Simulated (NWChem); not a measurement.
System: C$_{3}$H$_{6}$OSi; SMILES C[Si@H]1C=CO1

Excerpt of the output:

```
             Northwest Computational Chemistry Package (NWChem) 7.3.0
             --------------------------------------------------------

 C1  symmetry detected

                             Geometry "geometry" -> ""
                             -------------------------

 Output coordinates in angstroms (scale by  1.889725989 to convert to a.u.)

  No.       Tag          Charge          X              Y              Z
 ---- ---------------- ---------- -------------- -------------- --------------
    1 C                    6.0000    -0.01024142    -2.01012007    -0.50299436
    2 Si                  14.0000     0.08955950    -0.41596430     0.47333053
    3 C                    6.0000     1.11193357     1.01335732    -0.09701256
    4 C                    6.0000    -0.08257022     1.59924923    -0.32285186
    5 O                    8.0000    -1.12833356     0.74183137     0.00450642
    6 H                    1.0000     0.84182280    -2.66213795    -0.27377418
    7 H                    1.0000    -0.00764172    -1.80850226    -1.57906301
    8 H                    1.0000    -0.92520547    -2.56212743    -0.25673339
    9 H                    1.0000     0.01943573    -0.69600356     1.93264500
   10 H                    1.0000     2.09962509     1.42134113    -0.25063462
   11 H                    1.0000    -0.36993244     2.58136039    -0.69796587

 Effective nuclear repulsion energy (a.u.)     222.3567289876

                                 NWChem DFT Module
                                 -----------------

 Summary of "ao basis" -> "ao basis" (spherical)
 ------------------------------------------------------------------------------
       Tag                 Description            Shells   Functions and Types
 ---------------- ------------------------------  ------  ---------------------
 C                          def2-svp                 6       14   3s2p1d
 Si                         def2-svp                 8       18   4s3p1d
 O                          def2-svp                 6       14   3s2p1d
 H                          def2-svp                 3        5   2s1p

            General Information
            -------------------
          SCF calculation type: DFT
          Wavefunction type:  closed shell.
          No. of atoms     :    11
          No. of electrons :    46
           Alpha electrons :    23
            Beta electrons :    23
          Charge           :     0
          Spin multiplicity:     1
          Use of symmetry is: off; symmetry adaption is: off
          Maximum number of iterations: 150
          AO basis - number of functions:   104
                     number of shells:    50
          Convergence on energy requested:  1.00D-06
          Convergence on density requested:  1.00D-05
          Convergence on gradient requested:  5.00D-04

              XC Information
              --------------
                      r^2SCAN Method XC Functional
               r^2SCAN metaGGA Exchange Functional  1.000
                     r^2SCAN Correlation Potential  1.000

             Grid Information
             ----------------
          Grid used for XC integration:  medium
          Radial quadrature: Mura-Knowles
          Angular quadrature: Lebedev.
          Tag              B.-S. Rad. Rad. Pts. Rad. Cut. Ang. Pts.
          ---              ---------- --------- --------- ---------
          C                   0.70       49          12.0       434
          Si                  1.10       88          10.0       590
          O                   0.60       49          11.0       434
          H                   0.35       45          13.0       434
          Grid pruning is: on
          Number of quadrature shells:   554
          Spatial weights used:  Erf1

      Superposition of Atomic Density Guess
      -------------------------------------

 Sum of atomic energies:        -479.29980384

      Non-variational initial energy
      ------------------------------

 Total energy =    -482.124383
 1-e energy   =   -1099.339509
 2-e energy   =     394.858397
 HOMO         =      -0.293715
 LUMO         =       0.018753

     ---------------------------------------------
      Total Density - Mulliken Population Analysis
     ---------------------------------------------

    Atom       Charge   Shell Charges
 -----------   ------   -------------------------------------------------------
    1 C    6     6.58   1.99  0.96  0.27  2.12  1.22  0.01
    2 Si  14    13.02   2.00  1.99  0.96  0.22  5.93  0.98  0.67  0.27
    3 C    6     6.57   1.99  1.00  0.38  2.12  1.06  0.02
    4 C    6     5.57   1.99  0.94  0.26  1.68  0.63  0.07
    5 O    8     8.78   1.99  1.11  0.72  3.02  1.93  0.01
    6 H    1     0.86   0.65  0.18  0.03
    7 H    1     0.87   0.66  0.19  0.03
    8 H    1     0.86   0.65  0.18  0.03
    9 H    1     1.08   0.70  0.37  0.01
   10 H    1     0.89   0.65  0.21  0.03
   11 H    1     0.92   0.68  0.22  0.02

   convergence    iter        energy       DeltaE   RMS-Dens  Diis-err
 ---------------- ----- ----------------- --------- --------- ---------
 d= 0,ls=0.0,diis     1   -482.1931538594 -7.05D+02  1.23D-02  5.99D-01
 d= 0,ls=0.0,diis     2   -482.1152402125  7.79D-02  8.01D-03  1.45D+00
 d= 0,ls=0.0,diis     3   -482.2565288831 -1.41D-01  2.70D-03  7.78D-02
 d= 0,ls=0.0,diis     4   -482.2586702225 -2.14D-03  1.61D-03  4.32D-02
 d= 0,ls=0.0,diis     5   -482.2642671752 -5.60D-03  3.93D-04  1.90D-03
  Resetting Diis
 d= 0,ls=0.0,diis     6   -482.2645347947 -2.68D-04  8.60D-05  9.66D-05
 d= 0,ls=0.0,diis     7   -482.2645485282 -1.37D-05  3.21D-05  3.32D-06
 d= 0,ls=0.0,diis     8   -482.2645479908  5.37D-07  2.19D-05  7.16D-06
 d= 0,ls=0.0,diis     9   -482.2645488836 -8.93D-07  6.43D-06  8.68D-07

[...]
```

Level: r2SCAN/def2-SVP. All runs use the structure optimised with B3LYP/6-31G* (spherical d).

Question: Which NWChem input produces such a log?

Answer: One answer among several that fit: the input that was run:
```
start job
memory heap 200 mb stack 900 mb global 1100 mb
geometry units angstroms noautoz
  C      0.011323    -2.001580    -0.509681
  Si     0.068313    -0.405321     0.466645
  C      1.094950     1.031989    -0.075256
  C     -0.097267     1.607270    -0.337520
  O     -1.144939     0.741316    -0.040103
  H      0.861731    -2.645929    -0.254136
  H      0.044271    -1.801385    -1.585514
  H     -0.905812    -2.561117    -0.289914
  H     -0.042879    -0.684004     1.923666
  H      2.083250     1.448258    -0.200029
  H     -0.381724     2.586368    -0.722593
end
basis spherical
  * library def2-svp
end
dft
  xc r2scan
  iterations 150
  mulliken
end
task dft energy
```
